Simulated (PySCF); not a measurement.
## Working out the ionisation energy of Ar²⁺

Ar²⁺ [Ne] 3s2 3p4 (3P) → Ar³⁺ [Ne] 3s2 3p3 (4S). Calculation: PySCF 2.14, in def2-TZVPPD (6s6p4d1f, 51 functions); the non-relativistic Hamiltonian (point nucleus). Frozen: [Ne]. Energies in hartree (1 hartree = 27.21139 eV):

```json
{"part": "UHF", "Ar²⁺ (lower)": "-525.298855", "Ar³⁺ (upper)": "-523.851642"}
{"part": "CCSD correlation", "Ar²⁺ (lower)": "-0.157332", "Ar³⁺ (upper)": "-0.123979"}
{"part": "(T)", "Ar²⁺ (lower)": "-0.004164", "Ar³⁺ (upper)": "-0.003200"}
```

What does Hartree-Fock give?

(-523.851642) − (-525.298855) = 1.447213 hartree = 39.381 eV.

What do CCSD and CCSD(T) give?

The CCSD correlation energies differ by 0.033353 hartree = 0.908 eV and the triples by 0.000964 hartree = 0.026 eV, so CCSD gives 40.289 eV and CCSD(T) 40.315 eV.

A first-order spin-orbit estimate adds 0.064 eV to CCSD(T) (valence), giving 40.379 eV against 40.735 ± 0.012 eV (semi-empirical (NIST evaluation); NIST Atomic Spectra Database, ionization energies).

What remains against the reference includes basis incompleteness, the frozen core and higher excitations.
